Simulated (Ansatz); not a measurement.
Gas-phase electronic energies from Ansatz, PBE0-D4/def2-TZVP geometries. CCSD(T)/CBS is the MP2 limit (def2-TZVPP, def2-QZVPP) plus CCSD(T) − MP2 in def2-TZVPP, frozen cores. This one scheme is used for every species. DFT in def2-TZVPP. One conformer a species, not always the lowest.

`BO[SiH](C)F` + H₂ → `BO[SiH2]C` + H–F  (hydrogenolysis of the Si–F bond)

| level | ΔE (kcal/mol) |
| --- | --- |
| PBE0-D4 | 30.9 |
| HF/CBS(def2) | 33.5 |

Problem. What does CCSD(T)/CBS give? (Best estimate.)

Solution. Ansatz gave: +32.5 kcal/mol. The listed levels differ from it by -1.6, 1.0 kcal/mol.

Largest T1 diagnostic among the species: 0.012.
